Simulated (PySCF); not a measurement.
H2Cl3NTi, charge +1, doublet, at a GFN2-xTB geometry (such geometries of metal compounds can be far from the true shape) (the multiplicity is a formal guess); PBE/6-31G run with PySCF.

Input for PySCF:
```python
from pyscf import gto, scf, dft, solvent

mol = gto.M(
    atom='''
Ti   -0.16095262   -0.28676980   -0.02994463
Cl    1.81949851   -0.37299597   -0.81372043
Cl    0.03414897    0.37239219    1.99043333
Cl   -1.01247832    1.41662055   -1.00986427
N    -1.12491594   -1.85902002   -0.22764874
H    -0.95198970   -2.59821920   -0.91916182
H    -1.93251682   -2.15199029    0.33505814
''',
    basis='6-31g',
    charge=1,
    spin=1,
    verbose=4,
)

mf = dft.UKS(mol)
mf.xc = 'pbe'
mf.kernel()
mf.analyze()
```

It wrote (shortened):

```
PySCF version 2.14.0

[INPUT] verbose = 4
[INPUT] num. atoms = 7
[INPUT] num. electrons = 81
[INPUT] charge = 1
[INPUT] spin (= nelec alpha-beta = 2S) = 1
[INPUT] symmetry False subgroup None
[INPUT] Mole.unit = angstrom
[INPUT] Symbol           X                Y                Z      unit          X                Y                Z       unit  Magmom
[...]
nuclear repulsion = 544.625969586128
number of shells = 41
number of NR pGTOs = 258
number of NR cGTOs = 79
basis = 6-31g
ecp = {}

******** <class 'pyscf.dft.uks.UKS'> ********
method = UKS
initial guess = minao
damping factor = 0
level_shift factor = 0
DIIS = <class 'pyscf.scf.diis.CDIIS'>
diis_start_cycle = 1
diis_space = 8
diis_damp = 0
SCF conv_tol = 1e-09
SCF conv_tol_grad = None
SCF max_cycles = 50
direct_scf = True
direct_scf_tol = 1e-13
number electrons alpha = 41  beta = 40
XC library pyscf.dft.libxc version 7.1.2
    S. Lehtola, C. Steigemann, M. J. T. Oliveira, and M. A. L. Marques,  SoftwareX 7, 1–5 (2018)
XC functionals = pbe
    J. P. Perdew, K. Burke, and M. Ernzerhof,  Phys. Rev. Lett. 77, 3865 (1996)
    J. P. Perdew, K. Burke, and M. Ernzerhof,  Phys. Rev. Lett. 78, 1396 (1997)
    J. P. Perdew, K. Burke, and M. Ernzerhof,  Phys. Rev. Lett. 77, 3865 (1996)
    J. P. Perdew, K. Burke, and M. Ernzerhof,  Phys. Rev. Lett. 78, 1396 (1997)
radial grids:
    Treutler-Ahlrichs [JCP 102, 346 (1995); DOI:10.1063/1.469408] (M4) radial grids

becke partition: Becke, JCP 88, 2547 (1988); DOI:10.1063/1.454033
pruning grids: <function nwchem_prune>
grids dens level: 3
symmetrized grids: False
atomic radii adjust function: <function treutler_atomic_radii_adjust>
small_rho_cutoff = 0
Set gradient conv threshold to 3.16228e-05
tot grids = 111064
init E= -2285.52945559717

cycle= 1 E= -2284.75302302208  delta_E= 0.776  |g|= 0.416  |ddm|=  2.1
cycle= 2 E= -2270.9428450619  delta_E= 13.8  |g|= 5.49  |ddm|= 3.38
cycle= 3 E= -2283.5458269461  delta_E= -12.6  |g|= 1.78  |ddm|= 2.38
cycle= 4 E= -2284.27816881464  delta_E= -0.732  |g|= 1.11  |ddm|= 0.677
cycle= 5 E= -2284.56143828862  delta_E= -0.283  |g|= 0.809  |ddm|= 1.22
cycle= 6 E= -2284.6964252715  delta_E= -0.135  |g|= 0.51  |ddm|= 1.21
cycle= 7 E= -2284.8666468748  delta_E= -0.17  |g|= 0.188  |ddm|= 1.13
cycle= 8 E= -2284.88385978763  delta_E= -0.0172  |g|= 0.0394  |ddm|= 0.17
cycle= 9 E= -2284.88280687091  delta_E= 0.00105  |g|= 0.0525  |ddm|= 0.119
cycle= 10 E= -2284.88459478781  delta_E= -0.00179  |g|= 0.0226  |ddm|= 0.0916
[...]
SCF not converged.
Total Energy =                       -2284.885013070359037
[...]
spin_pop of  2 Cl 1s       -0.00000
spin_pop of  2 Cl 2s       -0.00000
spin_pop of  2 Cl 3s        0.00009
spin_pop of  2 Cl 4s       -0.00008
spin_pop of  2 Cl 2px       0.00000
spin_pop of  2 Cl 2py       0.00000
spin_pop of  2 Cl 2pz       0.00000
spin_pop of  2 Cl 3px       0.01251
spin_pop of  2 Cl 3py       0.08456
spin_pop of  2 Cl 3pz       0.03716
spin_pop of  2 Cl 4px       0.00003
spin_pop of  2 Cl 4py       0.00015
spin_pop of  2 Cl 4pz       0.00002
spin_pop of  3 Cl 1s       -0.00000
spin_pop of  3 Cl 2s       -0.00000
spin_pop of  3 Cl 3s        0.00030
spin_pop of  3 Cl 4s       -0.00015
spin_pop of  3 Cl 2px       0.00001
spin_pop of  3 Cl 2py       0.00000
spin_pop of  3 Cl 2pz       0.00000
spin_pop of  3 Cl 3px       0.18150
spin_pop of  3 Cl 3py       0.04267
spin_pop of  3 Cl 3pz       0.05237
spin_pop of  3 Cl 4px       0.00038
spin_pop of  3 Cl 4py       0.00013
spin_pop of  3 Cl 4pz       0.00014
spin_pop of  4 N 1s       -0.00000
spin_pop of  4 N 2s        0.01676
spin_pop of  4 N 3s       -0.00015
spin_pop of  4 N 2px       0.22919
spin_pop of  4 N 2py       0.14075
spin_pop of  4 N 2pz       0.25322
spin_pop of  4 N 3px       0.00034
spin_pop of  4 N 3py       0.00020
spin_pop of  4 N 3pz       0.00054
spin_pop of  5 H 1s       -0.01432
spin_pop of  5 H 2s       -0.00013
spin_pop of  6 H 1s       -0.01437
spin_pop of  6 H 2s       -0.00013
 ** Mulliken Spin Density (per atom)  **
spin density of  0 Ti =     -0.10443
spin density of  1 Cl =      0.08071
spin density of  2 Cl =      0.13445
spin density of  3 Cl =      0.27736
spin density of  4 N =      0.64085
spin density of  5 H =     -0.01444
spin density of  6 H =     -0.01450
 ** Mulliken pop alpha/beta on meta-lowdin orthogonal AOs **
 ** Mulliken pop       alpha | beta **
In total            41.00000 | 40.00000
 ** Mulliken atomic charges   ( Nelec_alpha | Nelec_beta ) **
charge of  0Ti =      1.00364  (    10.44596     10.55039 )
charge of  1Cl =     -0.09411  (     8.58741      8.50670 )
charge of  2Cl =     -0.07974  (     8.60709      8.47264 )
charge of  3Cl =     -0.03857  (     8.65797      8.38060 )
charge of  4N =     -0.37761  (     4.00923      3.36838 )
charge of  5H =      0.29358  (     0.34599      0.36043 )
charge of  6H =      0.29280  (     0.34635      0.36085 )

WARN: System has nonzero charge 1; the dipole moment is origin-dependent.
Location of origin: [0. 0. 0.]

Dipole moment(X, Y, Z, Debye): -3.61503, -5.15165, -0.80802
```

The run did not converge; its last values are not results.
